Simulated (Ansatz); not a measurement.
Ideal-gas functions of AlBFH3OS, SMILES `[OH][AlH][S]BF` at 600 K and 1 bar, from an Ansatz frequency run at PBE0-D4/def2-TZVP.

Molar mass 107.88 g/mol, point group C1 (symmetry number 1), electronic degeneracy 1, moments of inertia 103.81, 190.351, 252.771 u Å². Harmonic wavenumbers (cm⁻¹, unscaled): 134, 151, 218, 248, 310, 381, 488, 542, 589, 665, 816, 850, 869, 969, 1128, 1999, 2717, 3973.

Use S(trans) = R[1.5 ln M + 2.5 ln T − 1.1517]; rotational temperatures θ = 24.2544 K / I; S(rot) = R[ln(√π/σ · √(T³/θAθBθC)) + 1.5]; for each mode x = 1.438777 ν̃/T, S = R[x/(eˣ − 1) − ln(1 − e⁻ˣ)] and H = RT x/(eˣ − 1); 1 cm⁻¹ = 0.0119627 kJ/mol; R = 8.31446 J/(mol·K).

**Question.** By hand: the entropy, in J/(mol·K).

**Answer.** Translation 181.8. Rotation: θ = 0.2336, 0.1274, 0.096 K, giving 121.4. Vibration, mode by mode: 17.79, 16.81, 13.80, 12.76, 10.97, 9.35, 7.47, 6.70, 6.10, 5.26, 3.94, 3.70, 3.57, 2.95, 2.19, 0.40, 0.09, 0.01, in all 123.9. Electronic 0.0. Sum 427.1 J/(mol·K).

**Question.** By hand: H − E and G − E in kJ/mol, counted from the electronic energy.

**Answer.** Zero-point energy ½ × 17047 × 0.0119627 = 102.0; thermal vibration 38.7; translation, rotation and pV give 4 RT = 20.0. H − E = 160.7 kJ/mol, and G − E = 160.7 − 600 × 427.1/1000 = -95.6 kJ/mol.

Vibration gives 29 % of the entropy, 17.8 J/(mol·K) of it from the mode under 150 cm⁻¹: soft modes count most, and the harmonic formula is weakest for them. The sum counts one conformer and one mirror image; others add a mixing term.
